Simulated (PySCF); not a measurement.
Method: PBE-D3(BJ)/def2-TZVP in PySCF 2.14.0. All species are isolated molecules in the gas phase. One relaxed conformer stands for a flexible species; it need not be the lowest. Excitations are Tamm–Dancoff values on a coarser integration grid. The basis has no diffuse functions, so Rydberg states are missing or too high.

Reference species (SMILES): `C=C1BO1` (neutral, multiplicity 1).

```
Quantity                Value
-------------------  --------
HOMO–LUMO gap         3.95 eV
LUMO                 -2.34 eV
T1 excitation (TDA)   3.41 eV
HOMO                 -6.29 eV
```

After one change: the HOMO–LUMO gap drops by 1.53 eV; the LUMO falls by 0.55 eV; the T1 excitation (TDA) decreases by 1.27 eV; the HOMO increases by 0.98 eV.

Problem. Name the change that produced these shifts. The new species is one of these.
A. `OC1=CB1` (H–O–C–C torsion 180°)
B. `OB1C=C1` (H–O–B–C torsion 180°)
C. `B=CC=O`
D. `B=C=CO`

Solution. D, `B=C=CO`
